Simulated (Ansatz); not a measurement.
The cluster NaI2, relaxed as a quartet with UKS B3LYP-D4/def2-TZVP in Ansatz, starting from the B3LYP-D4/def2-TZVP geometry of the neutral doublet. Force threshold 0.02 eV/Å.

In the def2 sets I takes a core potential; there is no spin–orbit coupling. In the quartet, I2 and I3 lie 3.07 Å apart (atoms count from 1), so these atoms are partly bonded to each other. The relaxation made no stability test and no search for a lower SCF solution. At B3LYP-D4/def2-TZVP a doublet of charge 0 lies 3.50 eV below the quartet, each at its own geometry. The structure comes from a short search, and lower isomers may exist.

Start:

```xyz
3

Na   -0.571    0.890   -1.155
I     1.085    0.898    1.217
I    -0.514   -1.789   -0.063
```

| step | energy (eV) | largest force component (eV/Å) | SCF passes |
| --- | --- | --- | --- |
| 1 | -20622.2104 | 1.267 | 21 |
| 2 | -20622.5699 | 0.806 | 29 |
| 3 | -20622.7465 | 0.385 | 27 |
| 4 | -20622.8343 | 0.213 | 27 |
| 5 | -20622.9603 | 0.552 | 27 |
| 6 | -20623.0130 | 0.063 | 26 |
| 7 | -20623.0140 | 0.010 | 22 |

Force components are those of the run's own axes.

End:

Cartesian coordinates in Å:
```
Na -0.927 1.446 -1.876
I 1.190 0.497 1.520
I -0.263 -1.944 0.356
```

Bonds lost: Na1–I2, Na1–I3 (atoms count from 1).

No frequencies were taken in this run, so the end may be a saddle point.

Run time 16 s (4 threads of Arm Neoverse V1 on a shared host).
